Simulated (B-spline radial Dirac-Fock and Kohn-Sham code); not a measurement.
# Elastic and transport cross sections of hafnium for electrons

Model: relativistic (Dirac) partial waves in the static field of the Dirac-Fock atom with Furness-McCarthy exchange, without polarisation or absorption potentials. Program: an atomic code on a B-spline grid. σ_tr1 and σ_tr2 weight the cross section with 1 − P₁ and 1 − P₂ of cos θ; "backward" is the share scattered beyond 90°.

| energy (eV) | σ (a₀²) | σ_tr1 (a₀²) | σ_tr2 (a₀²) | σ/σ_tr1 | backward (%) |
| --- | --- | --- | --- | --- | --- |
| 500 | 14.9 | 3.64 | 4.14 | 4.10 | 10 |
| 550 | 14.2 | 3.52 | 3.81 | 4.03 | 10 |
| 607 | 13.5 | 3.37 | 3.46 | 4.00 | 11 |
| 661 | 12.9 | 3.23 | 3.17 | 4.00 | 11 |
| 963 | ? | ? | ? | ? | ? |
| 1000 | 10.5 | 2.41 | 2.05 | 4.36 | 10 |
| 1500 | 8.56 | 1.64 | 1.43 | 5.20 | 8.6 |
| 1660 | 8.12 | 1.48 | 1.31 | 5.50 | 8.0 |
| 1830 | 7.72 | 1.33 | 1.22 | 5.81 | 7.5 |
| 2000 | 7.37 | 1.20 | 1.14 | 6.13 | 6.9 |
| 2020 | 7.33 | 1.19 | 1.13 | 6.17 | 6.9 |
| 2200 | 7.01 | 1.08 | 1.05 | 6.50 | 6.4 |

Task: Fill in the row for 963 eV.

Result: σ = 10.7 a₀², σ_tr1 = 2.49 a₀², σ_tr2 = 2.13 a₀², σ/σ_tr1 = 4.31, backward 11 %. The ratio σ/σ_tr1 is roughly the number of elastic collisions that randomise the direction.

Values without a named source are computed, but for edge energies of neutral atoms, which are taken from tables.
